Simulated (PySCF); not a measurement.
A TDDFT job was run through a driver script with this input:

```
{"job": {"kind": "uv", "xc": "B3LYP", "basis": "def2-SVPD", "nstates": 8, "ntriplets": 3}, "charge": 0, "multiplicity": 1}
C     -2.709307    -0.100087     0.102796
N     -1.286679     0.121635    -0.047771
C     -0.438473    -0.886548     0.456532
C      0.883640    -0.724302     0.346564
N      1.410827     0.472958    -0.279360
Al     3.211769     0.340184    -0.184936
Al    -0.129903     1.326817    -0.738479
H     -2.989639    -0.165967     1.159696
H     -3.022056    -1.023372    -0.396645
H     -3.246918     0.734739    -0.345892
H     -0.887754    -1.753874     0.918128
H      1.594241    -1.466907     0.700560
H      4.040985     1.346344     0.638703
H      3.922470    -0.842611    -0.876276
H     -0.357615     2.628982    -1.475533
```

Its output, with some lines taken out ([cut]) and without the SCF cycles:

```
converged SCF energy = -713.2734109724

[cut]

Singlet excitations
state   eV       nm        f      main configurations
  1   2.8389    436.7   0.00914   H->L 0.99
  2   3.9904    310.7   0.05069   H->L+2 0.58, H->L+1 0.41
[cut]
  4   4.3719    283.6   0.00252   H->L+3 0.98
[cut]
  6   4.9792    249.0   0.00050   H-1->L 0.84, H->L+5 0.10
  7   5.0463    245.7   0.06732   H->L+5 0.68, H-1->L 0.10
[cut]

Triplet excitations (Tamm-Dancoff, eV): 2.7404 3.2799 3.7331
```

Method: PySCF 2.14.0, density-fitted response routines, TDDFT B3LYP/def2-SVPD, vertical, gas phase, core orbitals frozen in the response. Geometry: GFN2-xTB, one conformer, isolated molecule. The groups on Al6 and N5 stand twisted against each other at this level; a DFT optimisation may well turn them into one plane, so the geometry is suspect.

Problem. Restore the lines that were cut, in order.

Solution. 
```
Static polarisability (au): isotropic 108.485, principal 80.671 108.072 136.712
  3   4.0471    306.4   0.08074   H->L+1 0.57, H->L+2 0.41
  5   4.9084    252.6   0.02442   H->L+4 0.76, H->L+6 0.18
  8   5.2308    237.0   0.07222   H->L+6 0.69, H->L+4 0.14, H->L+5 0.09
```

Problem. How much of the mean polarisability do the listed states account for?

Solution. The sum over states Σ f/ΔE² (ΔE in hartree) gives 11.62 au, 11% of the total; the rest comes from higher roots of the same response equations.

Problem. Give the energy of state 2 in hartree, cm⁻¹ and kJ/mol.

Solution. 0.14664 hartree, 32185 cm⁻¹, 385.0 kJ/mol.

Problem. How many basis functions and electrons does this run hold?

Solution. 212 basis functions for 66 electrons in 33 doubly occupied orbitals.

Problem. Which species is it?

Solution. `C[N]1C=C[N]([AlH2])[AlH]1` (C3H8Al2N2).

H and L stand for HOMO and LUMO.
